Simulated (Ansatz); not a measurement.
VF₅ was relaxed with PBE0-D4 (def2-SVP) in Ansatz in these states: charge +1 doublet, neutral singlet. The geometries follow in no particular order.

A:

```xyz
6

V     0.0002    0.0001   -0.0003
F    -1.3271   -0.5014   -0.9727
F     1.3265    0.5002    0.9742
F    -1.0723    0.5781    1.1641
F     0.5255    1.0153   -1.2385
F     0.5472   -1.5922    0.0732
```

B:

```xyz
6

V    -0.123    0.079    0.350
F     0.716   -0.463   -2.032
F    -0.651    0.477    1.841
F     0.187    1.501   -0.401
F     1.215   -0.831    0.582
F    -1.344   -0.763   -0.340
```

Judge from the bond lengths which geometry belongs to which state (an estimate).

A is the neutral singlet (V1–F2 1.720 Å, V1–F3 1.720 Å, V1–F6 1.685 Å); B is the charge +1 doublet (V1–F2 2.583 Å, V1–F3 1.631 Å, V1–F6 1.635 Å).
